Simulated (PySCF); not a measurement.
C3H10GeOSi.
Cartesian coordinates in Å at the PBE0-D3(BJ)/def2-SVP level; atoms count from 1:
```
atom  x, y, z in Å
Si1    2.7981    0.0946    0.4051
O2     1.4801    0.6456   -0.4240
Ge3    0.2637   -0.0091   -1.5563
C4    -1.3547   -0.1286   -0.5131
C5    -1.5809    0.8676    0.5958
C6    -1.2763   -0.5559    0.9299
H7     3.2512   -1.2305   -0.1293
H8     2.4676   -0.0728    1.8549
H9     3.9187    1.0738    0.2839
H10    0.1661    0.9977   -2.7165
H11    0.7722   -1.3803   -2.0520
H12   -2.2444   -0.4501   -1.0654
H13   -0.7979    1.6081    0.7847
H14   -2.5997    1.2334    0.7495
H15   -0.2928   -0.7768    1.3563
H16   -2.0812   -1.1867    1.3168
```

Level of theory: core-valence-separated Tamm–Dancoff BHandHLYP/aug-pcX-1 (pcseg-1 on H, def2-SVPD on Si, def2-SVPD on Ge) in PySCF, non-relativistic, gas phase, PBE0-D3(BJ)/def2-SVP geometry. The energies are unshifted.

**Question.** What does the O 1s absorption edge look like?

**Answer.** 
| E (eV) | f | core hole on | main final orbital |
| --- | --- | --- | --- |
| 531.59 | 0.0087 | O2 | LUMO (65 %) |
| 533.05 | 0.0285 | O2 | LUMO+6 (31 %) |
| 533.37 | 0.0161 | O2 | LUMO+5 (46 %) |
| 533.69 | 0.0121 | O2 | spread |
| 533.85 | 0.0032 | O2 | spread |
| 534.33 | 0.0012 | O2 | spread |
| 534.51 | 0.0002 | O2 | LUMO+1 (30 %) |

The first line with a tenth or more of the strongest one's intensity is at 531.59 eV (f = 0.009), with the hole on O2 (oxygen bonded to Ge and Si). The strongest listed is at 533.05 eV (f = 0.028; O2).

**Question.** What does the C 1s absorption edge look like?

**Answer.** 
| E (eV) | f | core hole on | main final orbital |
| --- | --- | --- | --- |
| 285.72 | 0.0159 | C4 | LUMO+1 (66 %) |
| 285.82 | 0.0197 | C5/C6 | LUMO+1 (2 roots, f summed) |
| 285.97 | 0.0077 | C4 | LUMO (56 %) |
| 286.17 | 0.0367 | C5 + C6 | LUMO (2 roots, f summed) |
| 286.22 | 0.0245 | C4 | LUMO+5 (33 %) |
| 286.51 | 0.0554 | C5 + C6 | spread (2 roots, f summed) |
| 286.59 | 0.0196 | C4 | LUMO+2 (35 %) |
| 286.83 | 0.0301 | C5/C6 | LUMO+2 (2 roots, f summed) |
| 286.97 | 0.0153 | C5/C6 | LUMO+3 (2 roots, f summed) |
| 287.02 | 0.0231 | C4 | LUMO+2 (45 %) |

The first line with a tenth or more of the strongest one's intensity is at 285.72 eV (f = 0.016), with the hole on C4 (sp3 carbon bound to germanium). The strongest listed is at 286.51 eV (f = 0.055, sum of 2; C5 + C6).

Roots within 0.03 eV whose holes lie on the same, on equivalent or on shared atoms are summed into one line, and the highest roots are left out, as the search may have cut off their partners. Final orbitals are the ground state's empty Kohn–Sham orbitals.

**Question.** What length of transition dipole belongs to the line at 533.05 eV?

**Answer.** From f = (2/3) ΔE |μ|² in atomic units, with ΔE = 19.589 Eh and f = 0.0285: |μ| = 0.047 au = 0.12 D.

The list ends where the root search ended, not at a threshold. The BHandHLYP/aug-pcX-1 (pcseg-1 on H, def2-SVPD on Si, def2-SVPD on Ge) calculation is non-relativistic and has no spin–orbit coupling, an omission that weighs most on germanium.

One conformer stands for the species.
